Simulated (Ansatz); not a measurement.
C₇H₁₈FHfNO (`C[N](C)[Hf]([OH])([F])[CH2]C(C)(C)C`). Total charge 0; spin multiplicity 1. Hf: def2 effective core potential. The structure was optimised at the PBE0-D4/def2-TZVP level. It is one conformer, not always the lowest.

```xyz
29

C    -1.831    2.159   -1.112
N    -0.513    2.034   -0.538
C    -0.398    2.713    0.731
Hf    1.004    1.008   -1.403
O     0.761    0.993   -3.314
F     2.696    1.566   -0.677
C     0.744   -1.142   -0.828
C     0.341   -1.569    0.590
C     1.197   -0.835    1.620
C     0.546   -3.075    0.764
C    -1.130   -1.242    0.833
H    -2.105    3.213   -1.267
H    -1.884    1.657   -2.082
H    -2.598    1.711   -0.464
H    -1.075    2.284    1.484
H    -0.641    3.781    0.639
H     0.621    2.643    1.125
H     0.943    1.074   -4.245
H     1.734   -1.575   -1.061
H     0.061   -1.602   -1.558
H     0.971   -1.173    2.636
H     2.263   -1.001    1.440
H     1.017    0.245    1.593
H     1.596   -3.344    0.621
H     0.245   -3.406    1.763
H    -0.044   -3.633    0.031
H    -1.768   -1.771    0.119
H    -1.316   -0.171    0.721
H    -1.437   -1.541    1.840
```

Q: What is the dipole moment at ωB97M-V/def2-TZVPP? (An estimate is asked.)

A: Ansatz gave: 2.10 D, with components (-1.15, 0.93, -1.50) D in this frame, pointing from negative to positive charge.

Q: And with PBE, r2SCAN, B3LYP? (Best estimate.)

A: Computed: PBE 2.05 D, r2SCAN 2.05 D, B3LYP 2.07 D.

Q: Give the Mulliken charges with ωB97M-V, PBE, r2SCAN in def2-TZVPP. (Estimate.)

A: Ansatz gave: 
```json
{"atom": "C1", "ωB97M-V": "-0.21", "PBE": "-0.16", "r2SCAN": "-0.03"}
{"atom": "N2", "ωB97M-V": "-0.29", "PBE": "-0.20", "r2SCAN": "-0.31"}
{"atom": "C3", "ωB97M-V": "-0.25", "PBE": "-0.17", "r2SCAN": "-0.04"}
{"atom": "Hf4", "ωB97M-V": "0.83", "PBE": "0.65", "r2SCAN": "0.90"}
{"atom": "O5", "ωB97M-V": "-0.39", "PBE": "-0.37", "r2SCAN": "-0.46"}
{"atom": "F6", "ωB97M-V": "-0.34", "PBE": "-0.31", "r2SCAN": "-0.36"}
{"atom": "C7", "ωB97M-V": "-0.48", "PBE": "-0.36", "r2SCAN": "-0.47"}
{"atom": "C8", "ωB97M-V": "0.01", "PBE": "0.28", "r2SCAN": "0.44"}
{"atom": "C9", "ωB97M-V": "-0.34", "PBE": "-0.28", "r2SCAN": "-0.23"}
{"atom": "C10", "ωB97M-V": "-0.31", "PBE": "-0.27", "r2SCAN": "-0.21"}
{"atom": "C11", "ωB97M-V": "-0.28", "PBE": "-0.25", "r2SCAN": "-0.21"}
{"atom": "H12", "ωB97M-V": "0.12", "PBE": "0.08", "r2SCAN": "0.05"}
{"atom": "H13", "ωB97M-V": "0.10", "PBE": "0.08", "r2SCAN": "0.05"}
{"atom": "H14", "ωB97M-V": "0.11", "PBE": "0.08", "r2SCAN": "0.04"}
{"atom": "H15", "ωB97M-V": "0.12", "PBE": "0.08", "r2SCAN": "0.05"}
{"atom": "H16", "ωB97M-V": "0.12", "PBE": "0.08", "r2SCAN": "0.05"}
{"atom": "H17", "ωB97M-V": "0.11", "PBE": "0.09", "r2SCAN": "0.05"}
{"atom": "H18", "ωB97M-V": "0.15", "PBE": "0.17", "r2SCAN": "0.19"}
{"atom": "H19", "ωB97M-V": "0.13", "PBE": "0.08", "r2SCAN": "0.06"}
{"atom": "H20", "ωB97M-V": "0.13", "PBE": "0.08", "r2SCAN": "0.07"}
{"atom": "H21", "ωB97M-V": "0.11", "PBE": "0.07", "r2SCAN": "0.04"}
{"atom": "H22", "ωB97M-V": "0.13", "PBE": "0.08", "r2SCAN": "0.06"}
{"atom": "H23", "ωB97M-V": "0.10", "PBE": "0.07", "r2SCAN": "0.04"}
{"atom": "H24", "ωB97M-V": "0.10", "PBE": "0.07", "r2SCAN": "0.04"}
{"atom": "H25", "ωB97M-V": "0.10", "PBE": "0.06", "r2SCAN": "0.04"}
{"atom": "H26", "ωB97M-V": "0.10", "PBE": "0.07", "r2SCAN": "0.04"}
{"atom": "H27", "ωB97M-V": "0.11", "PBE": "0.07", "r2SCAN": "0.04"}
{"atom": "H28", "ωB97M-V": "0.08", "PBE": "0.06", "r2SCAN": "0.02"}
{"atom": "H29", "ωB97M-V": "0.11", "PBE": "0.07", "r2SCAN": "0.04"}
```

B3LYP here is the variant with VWN-RPA as its local correlation; programs differ in this.
